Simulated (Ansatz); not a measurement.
Consider the ligand exchange at the In–N bond: `[NH2][In]([F])[F]` + silanol → `[F][In]([F])[O][SiH3]` + NH₃.

Computed with Ansatz on PBE0-D4/def2-TZVP structures; ΔE is electronic, products minus reactants. CCSD(T)/CBS is the MP2 limit (def2-TZVPP, def2-QZVPP) plus CCSD(T) − MP2 in def2-TZVPP, frozen cores. This one scheme is used for every species. DFT in def2-TZVPP. B3LYP here is the variant with VWN-RPA as its local correlation; programs differ in this. HSE06 is defined as in plane-wave codes. def2 core potentials past Kr. For In outer-core shells are correlated without core-valence functions, which leaves a few kJ/mol of doubt a bond. One conformer a species, not always the lowest.

`[NH2][In]([F])[F]`:

Z-matrix (Å, degrees):
```
N
In 1 1.998
H 1 1.011 2 114.2
H 1 1.011 2 114.2 3 -126.6
F 2 1.935 1 124.1 3 -30.6
F 2 1.935 1 124.1 3 157.2
```

`O[SiH3]`:

```xyz
6

O     0.718    0.765   -0.735
Si   -0.338   -0.127    0.160
H     1.645    0.524   -0.706
H    -0.339   -1.557   -0.254
H    -1.674    0.466   -0.077
H    -0.011   -0.072    1.612
```

`[F][In]([F])[O][SiH3]`:

Cartesian coordinates in Å:
```
F -0.436 1.636 2.319
In -0.961 -0.056 1.558
F -2.186 -1.122 2.585
O -0.288 -0.661 -0.161
Si 0.734 -0.077 -1.307
H 2.064 0.244 -0.720
H 0.183 1.160 -1.926
H 0.891 -1.124 -2.347
```

NH₃:

```xyz
4

N    -0.192    0.188    0.085
H     0.749    0.553    0.162
H    -0.227   -0.662    0.635
H    -0.330   -0.078   -0.882
```

```tsv
level	ΔE (kJ/mol)	difference from CCSD(T)/CBS
LDA (SPW92)	-2.4	17.1
PBE-D4	-11.7	7.8
revPBE-D4	-12.3	7.2
r2SCAN-D4	-16.7	2.8
B97M-V	-23.0	-3.5
r2SCANh-D4	-16.5	3.0
r2SCAN0-D4	-16.2	3.3
HSE06-D4	-13.3	6.2
BHLYP-D4	-21.1	-1.6
CAM-B3LYP-D4	-16.5	3.0
ωB97X-V	-18.1	1.4
ωB97M-V	-15.9	3.6
B2PLYP	-17.1	2.4
PBE-QIDH	-16.5	3.0
PBE	-10.2	9.3
revPBE	-11.9	7.6
BLYP	-13.1	6.4
r2SCAN	-16.2	3.3
PBE0	-11.8	7.7
B3LYP	-13.9	5.6
r2SCANh	-15.9	3.6
HSE06	-11.7	7.8
BHLYP	-17.4	2.1
CAM-B3LYP	-14.7	4.8
LC-ωPBE	-15.7	3.8
RPA@PBE/def2-TZVPP	-19.2	0.3
HF/def2-SVP	-33.2	-13.7
MP2/def2-SVP	-32.7	-13.2
CCSD/def2-SVP	-31.0	-11.5
CCSD(T)/def2-SVP	-30.9	-11.4
HF/def2-TZVPP	-26.4	-6.9
MP2/def2-TZVPP	-17.5	2.0
SCS-MP2/def2-TZVPP	-19.9	-0.4
CCSD/def2-TZVPP	-18.9	0.6
CCSD(T)/def2-TZVPP	-18.8	0.7
HF/def2-QZVPP	-28.7	-9.2
SCS-MP2/def2-QZVPP	-21.2	-1.7
HF/CBS(def2)	-29.0	-9.5
MP2/CBS(def2)	-18.2	1.3
CCSD/CBS(def2)	-19.5	0.0
CCSD(T)/CBS	-19.5	0
```

**Question.** What do rigid-rotor, harmonic-oscillator terms from PBE0-D4/def2-TZVP frequencies (298.15 K, 1 bar) make of the CCSD(T)/CBS value? (Estimate.)

**Answer.** The calculation gave: ΔZPE = -0.5 kJ/mol, ΔH = -16.9 kJ/mol, ΔS = 2 J/(mol·K), ΔG = -17.6 kJ/mol. Modes under 50 cm⁻¹ make the entropy rough.

Largest T1 diagnostic among the species: 0.017.

In def2-TZVPP, CCSD(T) changes the Hartree–Fock value by +7.6 kJ/mol (the triples alone add +0.0 kJ/mol) and MP2 by +8.9 kJ/mol. From BLYP to BHLYP (50 % exact exchange), in def2-TZVPP and without D4, ΔE moves by −4.3 kJ/mol. At CCSD(T), def2-SVP lies −11.4 kJ/mol from the extrapolated value and def2-TZVPP +0.7 kJ/mol.
